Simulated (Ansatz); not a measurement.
A structure relaxed at PBE0-D4/def2-TZVP, charge 0, multiplicity 1:

Cartesian coordinates in Å:
```
C -0.606 1.522 -1.882
Si 0.447 0.390 -0.861
O 0.563 -1.033 -1.682
N -0.297 0.193 0.697
Si 0.307 -0.716 2.002
O -0.791 -1.732 2.644
F 1.537 -1.518 1.356
H -0.160 1.669 -2.867
H -1.603 1.098 -2.026
H -0.710 2.500 -1.406
H 1.819 0.921 -0.645
H 1.184 -1.673 -1.329
H -1.213 0.605 0.809
H 0.831 0.045 3.148
H -1.308 -2.272 2.042
```

Give its formula and SMILES.

CH8FNO2Si2, `C[Si@H](O)N[Si@@H](O)F`.

Point group (tolerance 0.08 Å, 0.16 Å for H)?

C1.

Summarise the bond lengths by kind.

1 × C–Si 1.852 Å; 3 × C–H 1.092 to 1.093 Å; 2 × O–Si 1.629 to 1.647 Å; 2 × N–Si 1.702 to 1.738 Å; 2 × H–Si 1.471 to 1.487 Å; 2 × H–O 0.959 Å; 1 × H–N 1.010 Å; 1 × F–Si 1.604 Å.

Program: Ansatz 0.2.0.
